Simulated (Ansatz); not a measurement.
Compare A (`O[B](F)[InH2]`) with its isomer B (`FB[O][InH2]`).

Computed with Ansatz on PBE0-D4/def2-TZVP structures; ΔE is electronic, products minus reactants. CCSD(T)/CBS adds triple-zeta CCSD(T) − MP2 to the extrapolated MP2 energy (def2 sets, frozen cores). DFT in def2-TZVPP. B3LYP here is the variant with VWN-RPA as its local correlation; programs differ in this. Elements past krypton have def2 core potentials. For In outer-core shells are correlated without core-valence functions, which leaves a few kJ/mol of doubt a bond. One conformer a species, not always the lowest.

A:

```xyz
7

O    -0.246    0.993    1.717
B     0.239    0.857    0.464
F     0.964    1.890    0.034
In   -0.004   -0.872   -1.010
H    -0.768    0.251    2.025
H     1.124   -2.182   -1.086
H    -1.309   -0.939   -2.144
```

B:

```xyz
7

F    -0.600   -1.290   -0.582
B     0.033   -1.216    0.649
O     0.492   -0.041    1.004
In    0.055    1.293   -0.511
H     0.096   -2.237    1.266
H    -1.427    2.078   -0.221
H     1.352    1.413   -1.607
```

(1) Which isomer does CCSD(T)/CBS put lower? Give the gap. (Estimate.)

(2) Give E(B) − E(A) in kcal/mol with MP2/def2-TZVPP, B3LYP, B2PLYP, ωB97M-V, CCSD(T)/def2-TZVPP, PBE0-D4, PBE-D4. (Best estimate.)

(3) Does the order hold for the free energy at 298.15 K (harmonic terms from PBE0-D4)? (Estimate.)

Largest T1 diagnostic: 0.016.

## Answers

(1) The calculation gave: B, by 22.1 kcal/mol.

(2) Computed: MP2/def2-TZVPP -21.6, B3LYP -19.9, B2PLYP -21.3, ωB97M-V -20.0, CCSD(T)/def2-TZVPP -20.7, PBE0-D4 -17.6, PBE-D4 -17.5. None reverses the order clearly.

(3) Ansatz gave: Yes: G(B) − G(A) = -22.4 kcal/mol, for one conformer each. Modes under 60 cm⁻¹, often nearly free rotors, make the harmonic entropy too high.

From r2SCAN to r2SCAN0 (25 % exact exchange), in def2-TZVPP and without D4, E(B) − E(A) moves by +0.9 kcal/mol. At CCSD(T), def2-SVP lies −1.5 kcal/mol from the extrapolated value and def2-TZVPP +1.3 kcal/mol.
